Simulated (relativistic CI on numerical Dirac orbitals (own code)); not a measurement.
Calculated at this level of theory: Dirac-Coulomb-Breit CI, separate exchange-only KLI orbitals for each configuration, QED by a radiative potential, unscaled Slater integrals (own radial code, finite nucleus).

Configuration list (outside the closed core [Ar] 3d10): 4s2 4p6 4d10 4f, 4s2 4p6 4d9 4f2, 4s2 4p6 4d10 5s, 4s2 4p6 4d10 5p, 4s2 4p5 4d10 4f2, 4s2 4p6 4d10 5d, 4s 4p6 4d10 4f2, 4s2 4p6 4d9 4f 5s, 4s2 4p6 4d10 5f, 4s2 4p6 4d9 4f 5p, 4s2 4p6 4d10 6s, 4s2 4p6 4d10 5g, 4s2 4p6 4d10 6p, 4s2 4p6 4d10 6d, 4s2 4p5 4d10 4f 5s, 4s2 4p6 4d10 6f, 4s2 4p6 4d9 4f 5f, 4s2 4p6 4d10 7s, 4s2 4p6 4d10 7p, 4s 4p6 4d10 5s2, 4s2 4p6 4d9 4f 6p, 4s2 4p6 4d10 8s. Double excitations out of closed p, d and f shells are left out; levels of such configurations are missing from the list, as are those of other unlisted configurations, and high levels can miss mixing partners.

At this charge energies of transitions that change n are usually good to better than 1 %, and those within a shell (Δn = 0) to a few per cent.

Outline of the computed level scheme of Re XXIX. Lowest level of each configuration: 4s2 4p6 4d10 4f 2F°_5/2 at 0.000 eV; 4s2 4p6 4d10 5s 2S_1/2 at 152.562 eV; 4s2 4p6 4d9 4f2 4F_3/2 at 195.816 eV; 4s2 4p6 4d10 5p 2P°_1/2 at 198.943 eV.

Some strong electric-dipole decays among the lowest 45 levels: 4s2 4p6 4d9 4f2 4G_5/2 → 4s2 4p6 4d10 4f 2F°_5/2 (2.0e+10 s⁻¹); 4s2 4p6 4d9 4f2 2G_9/2 → 4s2 4p6 4d10 4f 2F°_7/2 (1.9e+10 s⁻¹); 4s2 4p6 4d10 5p 2P°_1/2 → 4s2 4p6 4d10 5s 2S_1/2 (1.5e+10 s⁻¹); 4s2 4p6 4d9 4f2 2G_9/2 → 4s2 4p6 4d10 4f 2F°_7/2 (1.1e+10 s⁻¹); 4s2 4p6 4d9 4f2 2D_3/2 → 4s2 4p6 4d10 4f 2F°_5/2 (9.6e+09 s⁻¹); 4s2 4p6 4d9 4f2 2G_7/2 → 4s2 4p6 4d10 4f 2F°_5/2 (9.4e+09 s⁻¹); 4s2 4p6 4d9 4f2 2F_5/2 → 4s2 4p6 4d10 4f 2F°_5/2 (5.0e+09 s⁻¹); 4s2 4p6 4d9 4f2 2D_5/2 → 4s2 4p6 4d10 4f 2F°_5/2 (4.5e+09 s⁻¹).

LS names give the leading component of a level, which can be under half, so a name can repeat, a term be missing and a line seem to break the LS rules.
